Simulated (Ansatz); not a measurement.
`[CH3][Sn]([OH])([OH])[Cl]` + H–F → `[OH][Sn]([OH])([F])[Cl]` + CH₄  (ligand exchange at the Sn–C bond)

Gas-phase electronic energies from Ansatz, PBE0-D4/def2-TZVP geometries. CBS: MP2 limit from def2 TZ/QZ plus the TZ coupled-cluster correction, frozen cores. This one scheme is used for every species. Elements past krypton have def2 core potentials. For Sn outer-core shells are correlated without core-valence functions, which leaves a few kJ/mol of doubt a bond. One conformer a species, not always the lowest.

`[CH3][Sn]([OH])([OH])[Cl]`:

```xyz
10

C    -1.504   -0.597   -0.516
Sn    0.416    0.108   -0.008
O     0.428    1.771    1.017
O     1.316   -1.245    1.065
Cl    1.742    0.584   -1.869
H    -1.418   -1.626   -0.863
H    -1.919    0.030   -1.303
H    -2.136   -0.554    0.370
H     0.968    2.449    0.602
H     2.107   -0.921    1.503
```

H–F:

Cartesian coordinates in Å:
```
F -0.210 -0.158 -0.377
H 0.210 0.158 0.377
```

`[OH][Sn]([OH])([F])[Cl]`:

```xyz
7

O     0.022   -1.639   -0.134
Sn   -0.177    0.285   -0.188
O     0.193    1.000    1.563
F     1.091    0.915   -1.460
Cl   -2.220    1.022   -0.882
H     0.316   -2.010   -0.971
H     0.775    0.427    2.072
```

CH₄:

Z-matrix (Å, degrees):
```
C
H 1 1.090
H 1 1.090 2 109.5
H 1 1.090 2 109.5 3 -120.0
H 1 1.090 2 109.5 3 120.0
```

```tsv
species	CCSD/def2-TZVPP energy (Eh)
`[CH3][Sn]([OH])([OH])[Cl]`	-864.75013
H–F	-100.33828
`[OH][Sn]([OH])([F])[Cl]`	-924.67281
CH₄	-40.43238
```

Work out ΔE.

ΔE = (-924.67281) + (-40.43238) − (-864.75013) − (-100.33828) = -0.01678 Eh = -10.5 kcal/mol. CCSD(T)/CBS gives -10.5 kcal/mol.

What do rigid-rotor, harmonic-oscillator terms from PBE0-D4/def2-TZVP frequencies (298.15 K, 1 bar) make of the CCSD(T)/CBS value? (Best estimate.)

The calculation gave: ΔZPE = +0.6 kcal/mol, ΔH = -10.3 kcal/mol, ΔS = -14 J/(mol·K), ΔG = -9.3 kcal/mol. Modes under 50 cm⁻¹ make the entropy rough.

Largest T1 diagnostic among the species: 0.014.

From r2SCAN to r2SCAN0 (25 % exact exchange), in def2-TZVPP and without D4, ΔE moves by +1.7 kcal/mol. In def2-TZVPP, CCSD(T) changes the Hartree–Fock value by +5.5 kcal/mol (the triples alone add +0.3 kcal/mol) and MP2 by +6.8 kcal/mol. Leaving LDA and LC-ωPBE aside and taking each functional with its dispersion term where it has one, the values, not all of them listed here, spread over 6.3 kcal/mol, from B97M-V to PBE-QIDH. LDA lies +3.1 kcal/mol from PBE without D4.
